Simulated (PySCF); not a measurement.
**Electronic absorption of C2H5NOSi**

Compound: C₂H₅NOSi.
InChI=1S/C2H5NOSi/c1-5(4)2-3/h4-5H,1H3/t5-/m0/s1

Method: TDDFT PBE0/def2-SVPD, vertical, gas phase, core orbitals frozen in the response (PySCF). Geometry: GFN2-xTB, one conformer, isolated molecule. Torsions of this conformer, `[CH3:1][Si@H:2]([OH:3])[C:4]#[N:5]`: H–O3–Si2–C1 -173°.

Question: Predict the UV-vis stick spectrum at this level.

Answer: 

```
state  E (eV)  λ (nm)       f   main configurations (H = HOMO, L = LUMO)
   S1    6.92   179.1  0.0037                     H→L (78%), H-3→L (10%)
   S2    7.35   168.7  0.0021                     H-1→L (60%), H→L (10%)
   S3    7.47   166.0   0.011     H-2→L (46%), H→L+1 (29%), H-3→L+1 (9%)
   S4    7.57   163.8  0.0030   H-2→L+1 (51%), H-1→L (21%), H-1→L+1 (9%)
   S5    7.77   159.6  0.0010                                H-3→L (68%)
   S6    7.96   155.7   0.013  H-1→L+1 (55%), H-2→L+1 (19%), H→L+1 (16%)
```

Triplets, Tamm–Dancoff:

```csv
state,E (eV),λ (nm),"main configurations (H = HOMO, L = LUMO)"
T1,5.90,210.3,"H-2→L (41%), H-3→L+1 (14%), H→L+1 (12%)"
T2,6.35,195.2,"H→L (41%), H-3→L (18%), H-2→L+1 (17%)"
```

The lowest singlet comes at 179 nm (668 kJ/mol) in the vacuum ultraviolet; it is very weak; its leading configuration is HOMO→LUMO (78%). The strongest level in the table is S6 at 7.96 eV (156 nm, f = 0.013). It is the last of those listed, so stronger ones may follow. Löwdin shares by element: HOMO silicon 19%, oxygen 19%, carbon 17% or more, hydrogen 16% or more (atoms not listed hold the other 29%); LUMO silicon 23%, carbon 22% or more, nitrogen 21%, oxygen 15% (atoms not listed hold the other 19%). The oscillator strengths of these states sum to 0.034; summed over the whole spectrum of an exact calculation they would give the number of electrons, 46 (Thomas–Reiche–Kuhn). Weighted by f, the mean energy of these states is 7.61 eV. Of the 6 states listed, 2 reach f = 0.01 and none stays under 0.0005. No computed singlet lies in the visible range (380 to 750 nm); the lowest, at 179 nm, stands 3.66 eV above its violet end (3.26 eV). Only the lowest 6 singlets were computed, as vertical energies without vibronic structure.
